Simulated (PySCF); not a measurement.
How methods differ on the excitation energy of O

O [He] 2s2 2p4 (3P) → O [He] 2s1 2p5 (3P), as a difference of total energies. Computed with PySCF 2.14 in def2-TZVPPD, with the non-relativistic Hamiltonian (point nucleus). Correlated levels: valence and next inner shell: nothing frozen. The calculations carry no spin-orbit coupling.

```
                                method  excitation energy (eV)
                                   UHF                  16.852
    MP2 (valence and next inner shell)                  15.962
SCS-MP2 (valence and next inner shell)                  15.906
   CCSD (valence and next inner shell)                  15.539
CCSD(T) (valence and next inner shell)                  15.223
```

Question: How much does correlation contribute at CCSD(T) (valence and next inner shell)?

Answer: 15.223 − (16.852) = -1.629 eV, measured against UHF.

The upper state lies above the first ionisation limit, where it may autoionise and the basis confines it.

The coupled-cluster amplitudes are large for the upper state (T1 above 0.03 or a double amplitude above 0.15), so a single reference is strained.
